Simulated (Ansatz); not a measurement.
`B[SiH]([SiH3])Cl` + H₂ → `[SiH3][SiH2]Cl` + BH₃ at 298.15 K and 1 bar (hydrogenolysis of the Si–B bond).

Calculated with Ansatz (gas phase, PBE0-D4/def2-TZVP geometries, no zero-point term in ΔE). CCSD(T)/CBS is the MP2 limit (def2-TZVPP, def2-QZVPP) plus CCSD(T) − MP2 in def2-TZVPP, frozen cores. This one scheme is used for every species.

```tsv
species	CCSD(T)/CBS energy (Eh)	H − E (kJ/mol)	S (J/(mol·K))
`B[SiH]([SiH3])Cl`	-1066.34213	168.2	365.9
H₂	-1.17544	35.1	130.4
`[SiH3][SiH2]Cl`	-1040.97629	131.4	323.3
BH₃	-26.55200	78.7	188.3
```

H − E and S are ideal-gas, rigid-rotor, harmonic terms from PBE0-D4/def2-TZVP, for one conformer and one mirror image of each species. The MP2-based limit puts H₂ 0.8 mEh under its directly extrapolated value; such offsets cancel only in part. 1 Eh = 2625.50 kJ/mol, R = 8.31446 J/(mol·K).

By hand: ΔE, ΔH, ΔS and ΔG.

ΔE = (-1040.97629) + (-26.55200) − (-1066.34213) − (-1.17544) = -0.01072 Eh = -28.1 kJ/mol. Δ(H − E) = 131.4 + 78.7 − 168.2 − 35.1 = 6.8, so ΔH = -21.3 kJ/mol. ΔS = 323.3 + 188.3 − 365.9 − 130.4 = 15.3 J/(mol·K). ΔG = -21.3 − 298.15 × (15.3)/1000 = -25.9 kJ/mol.

By hand: the equilibrium constant, and the temperature at which ΔG would vanish if ΔH and ΔS stayed fixed.

log₁₀ K = −ΔG/(RT ln 10) = 4.5. ΔH and −TΔS have one sign here, so there is no such temperature.

ΔH outweighs TΔS. A doubt of 5 kJ/mol in ΔE shifts log₁₀ K by 0.9 here. Other conformers and mirror images would add mixing entropy, several J/(mol·K) or more a flexible species. These are equilibria of isolated gas molecules and say nothing of rates. Largest T1 diagnostic: 0.012 (customary marks: 0.02 for closed shells, 0.045 for open ones).
